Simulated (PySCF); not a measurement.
Atoms are numbered as in `[CH3:1][C@@H:2]1[CH2:3][C@H:4]([F:5])[C@@H:6]2[CH2:7][C@H:8]12` (H(Xn): hydrogen on atom n). Ha(C3) is cis to C1 on the ring; Ha(C7) is cis to C2 on the ring; Hb(C3) is trans to C1 on the ring; Hb(C7) is trans to C2 on the ring.

Single conformer, isolated molecule, no relativistic terms, averaged over atoms made equivalent by symmetry, fast rotation or ring inversion. Coordinates at the GFN2-xTB level; GIAO PBE0/pcSseg-1 shieldings; PySCF.

Q: List the cross peaks expected in HSQC, COSY and HMBC spectra.

A: 

HSQC (one-bond C–H):
```csv
δH,δC
5.54 (H(C4)),99.7 (C4)
2.22 (H(C2)),36.4 (C2)
2.06 (Hb(C3)),38.5 (C3)
1.60 (H(C6)),25.5 (C6)
1.28 (H(C8)),26.7 (C8)
1.06 (H(C1)),20.1 (C1)
1.04 (Ha(C3)),38.5 (C3)
0.64 (Ha(C7)),4.9 (C7)
0.42 (Hb(C7)),4.9 (C7)
```

COSY cross peaks (H two or three bonds apart, from the bond graph; peaks can be absent where the dihedral angle is near 90°):
```csv
δH,δH
5.54 (H(C4)),2.06 (Hb(C3))
5.54 (H(C4)),1.60 (H(C6))
5.54 (H(C4)),1.04 (Ha(C3))
2.22 (H(C2)),2.06 (Hb(C3))
2.22 (H(C2)),1.28 (H(C8))
2.22 (H(C2)),1.06 (H(C1))
2.22 (H(C2)),1.04 (Ha(C3))
2.06 (Hb(C3)),1.04 (Ha(C3))
1.60 (H(C6)),1.28 (H(C8))
1.60 (H(C6)),0.64 (Ha(C7))
1.60 (H(C6)),0.42 (Hb(C7))
1.28 (H(C8)),0.64 (Ha(C7))
1.28 (H(C8)),0.42 (Hb(C7))
0.64 (Ha(C7)),0.42 (Hb(C7))
```

HMBC (two and three bonds, from the bond graph):
```csv
δH,δC
5.54 (H(C4)),"38.5 (C3), 36.4 (C2), 26.7 (C8), 25.5 (C6), 4.9 (C7)"
2.22 (H(C2)),"99.7 (C4), 38.5 (C3), 26.7 (C8), 25.5 (C6), 20.1 (C1), 4.9 (C7)"
2.06 (Hb(C3)),"99.7 (C4), 36.4 (C2), 26.7 (C8), 25.5 (C6), 20.1 (C1)"
1.60 (H(C6)),"99.7 (C4), 38.5 (C3), 36.4 (C2), 26.7 (C8), 4.9 (C7)"
1.28 (H(C8)),"99.7 (C4), 38.5 (C3), 36.4 (C2), 25.5 (C6), 20.1 (C1), 4.9 (C7)"
1.06 (H(C1)),"38.5 (C3), 36.4 (C2), 26.7 (C8)"
1.04 (Ha(C3)),"99.7 (C4), 36.4 (C2), 26.7 (C8), 25.5 (C6), 20.1 (C1)"
0.64 (Ha(C7)),"99.7 (C4), 36.4 (C2), 26.7 (C8), 25.5 (C6)"
0.42 (Hb(C7)),"99.7 (C4), 36.4 (C2), 26.7 (C8), 25.5 (C6)"
```

Scale: TMS for ¹H (31.72 ppm) and ¹³C (186.93 ppm) (reference shieldings calculated alike).

Short H···H contacts in this conformer between protons four or more bonds apart (candidates for NOE cross peaks, intensity ∝ r⁻⁶): Ha(C3)···Ha(C7) 2.31 Å, H(C1)···Ha(C3) 2.49 Å, H(C1)···Ha(C7) 2.57 Å.

Shifts are as computed. Against solution values, carbons near 30 ppm lie about +3 ppm off and those near 130 ppm about +5 ppm. Of 1211 compounds with measured shifts, 218 miss one by over three times the rms of a fit or turn the order of signals round; such compounds aren't used in these exercises.
